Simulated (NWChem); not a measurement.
Molecule: C₃H₄BFO; SMILES FB(C=C=C)O

```xyz
10

C      0.2464     2.6679     0.0000
C     -0.3144     1.4896     0.0000
C     -0.8559     0.2908     0.0000
B      0.0161    -1.0036     0.0000
O     -0.4988    -2.2531     0.0000
F      1.3410    -0.9112     0.0000
H      0.4923     3.1756     0.9382
H      0.4923     3.1756    -0.9382
H     -1.9537     0.2336     0.0000
H     -1.4597    -2.2672     0.0000
```
Atoms are numbered in this order, from 1.

Level: PBE0/def2-SVP (NWChem), optimised geometry, unscaled harmonic frequencies. 

Problem. List the harmonic frequencies with IR intensities, and the thermochemistry.

Solution. 
| frequency (cm⁻¹) | IR intensity (km/mol) |
|---|---|
| 64 | 0.4 |
| 118 | 2.5 |
| 343 | 6.1 |
| 352 | 0.3 |
| 420 | 7.3 |
| 423 | 0.5 |
| 546 | 84.7 |
| 591 | 15.0 |
| 698 | 57.5 |
| 815 | 1.1 |
| 843 | 59.9 |
| 887 | 29.7 |
| 973 | 1.3 |
| 984 | 147.3 |
| 1094 | 3.4 |
| 1244 | 126.4 |
| 1371 | 382.1 |
| 1434 | 110.1 |
| 1484 | 267.0 |
| 2074 | 237.9 |
| 3142 | 3.8 |
| 3158 | 3.5 |
| 3253 | 1.8 |
| 3940 | 100.8 |

The zero-point energy comes out as 43.2 kcal/mol and the thermal correction to the enthalpy at 298.15 K (with zero-point energy) is 47.9 kcal/mol. The heat capacity Cv comes out as 22.2 cal/(mol K). The entropy at 298.15 K and 1 atm (symmetry number 1) is 79.8 cal/(mol K) and the dipole moment is 2.75 D.

Rigid rotor and harmonic oscillator; modes under 100 cm⁻¹ make the entropy uncertain.
